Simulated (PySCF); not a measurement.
LuS₂⁻ at several levels of theory

All levels use the PBE0 minimum (singlet; Lu–S 2.509 Å (×2), S–S 2.144 Å; Lu–S–S 64.7° (×2), S–Lu–S 50.6°), basis [Lu def2-SVP with ECP28, S def2-SVP], scalar-relativistic core potentials, density fitting, no spin–orbit coupling, PySCF. For vertical energies the ionised species is a doublet (spins chosen at PBE0 and kept). Open shells are unrestricted. Dipoles are about the centre of mass.

```csv
level,vertical detachment energy (eV),−ε(HOMO) (eV),gap (eV),dipole (D)
PBE0,1.65,0.22,2.68,1.73
HF,0.95,1.45,5.76,1.81
PBE,1.58,-0.48,1.44,1.37
B3LYP,1.67,0.00,2.41,1.80
r2SCAN,1.52,-0.34,1.65,1.39
TPSSh,1.56,-0.14,2.03,1.45
TPSS,1.52,-0.41,1.54,1.30
BP86,1.67,-0.39,1.48,1.40
```

The highest occupied level lies above zero at PBE, r2SCAN, TPSSh, TPSS, BP86, a mark of self-interaction error.

The lowest empty level of this anion is unbound, so it and the gap depend on the basis. The basis has no diffuse functions, which an anion would want.
